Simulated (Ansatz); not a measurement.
(LiSH)4 cube (Li4H4S4). The state is a singlet with charge 0. Geometry r2SCAN-D4/def2-SVP, basis def2-TZVP, Ansatz.

```xyz
12

Li    1.707    0.181   -1.047
Li    0.271    0.727    1.855
Li   -0.517   -1.941    0.110
Li   -1.462    1.032   -0.918
S     0.563    2.114   -0.119
S     1.593   -1.125    1.000
S    -0.296   -0.793   -2.021
S    -1.860   -0.198    1.141
H     0.909    3.411   -0.193
H     2.570   -1.814    1.613
H    -0.476   -1.278   -3.262
H    -3.002   -0.318    1.841
```

| run | HOMO (eV) | LUMO (eV) |
| --- | --- | --- |
| A | -6.15 | -0.85 |
| B | -5.49 | -0.97 |
| C | -5.53 | -1.16 |
| D | -6.00 | -0.99 |
| E | -6.40 | -0.65 |
| F | -5.26 | -1.33 |

B3LYP takes the VWN-RPA correlation. HSE06 is defined as in plane-wave codes, on full-range PBE exchange. Another isomer (singlet) lies 0.06 eV lower at B3LYP-D4/def2-TZVP; other spin states weren't run for this one.

Problem. The runs used B3LYP, B97M-V, HSE06, PBE, PBE0, r2SCAN. Estimate which is which.

Solution. A B3LYP (20 % exact exchange); B r2SCAN (0 % exact exchange); C B97M-V (0 % exact exchange); D HSE06 (range-separated); E PBE0 (25 % exact exchange); F PBE (0 % exact exchange). Exact exchange lowers occupied and raises empty levels; among semilocal functionals meta-GGAs tend to open the gap a little, and such runs are hard to tell apart. The gap grows from 3.93 eV (PBE) to 5.75 eV (PBE0).
